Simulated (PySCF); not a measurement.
# Polarisability and C₆ of He⁺ (helium, charge +1)

1s1, 2S determinant. All numbers are calculated (PySCF 2.14, the spin-free X2C one-electron Hamiltonian (Gaussian nucleus), in x2c-QZVPPall with one added diffuse shell each of s, p, d type (5s4p3d1f, 39 functions)). Coupled (time-dependent) response in atomic units; α is the mean over directions.

| method | mean α (bohr³) | C₆ (like pair) | S(−4) |
| --- | --- | --- | --- |
| UHF | 0.2808 | 0.1014 | 0.1035 |

S(−4) is the Cauchy moment in α(ω) = α(0) + S(−4) ω² + …

α(iu) at UHF:

| u (hartree) | α(iu) (bohr³) |
| --- | --- |
| 0 | 0.2808 |
| 0.0500 | 0.2806 |
| 0.100 | 0.2798 |
| 0.200 | 0.2768 |
| 0.300 | 0.2719 |
| 0.500 | 0.2573 |
| 0.750 | 0.2334 |
| 1.00 | 0.2069 |
| 1.50 | 0.1575 |
| 2.00 | 0.1192 |
| 3.00 | 0.07153 |
| 5.00 | 0.03223 |

A single London oscillator, α(iu) = α/(1 + u²/ω²), gives C₆ = (3/4) ω α². Matching the computed C₆ needs ω = 4 × 0.1014 / (3 × 0.2808²) = 1.71 hartree.

For a non-relativistic one-electron ion the exact value is 9/(2Z⁴) = 0.2812 bohr³; Hartree-Fock is exact here up to the basis and relativity.

For an ion, C₆ is the dispersion term alone; charge-induced terms of lower order in 1/R come first.
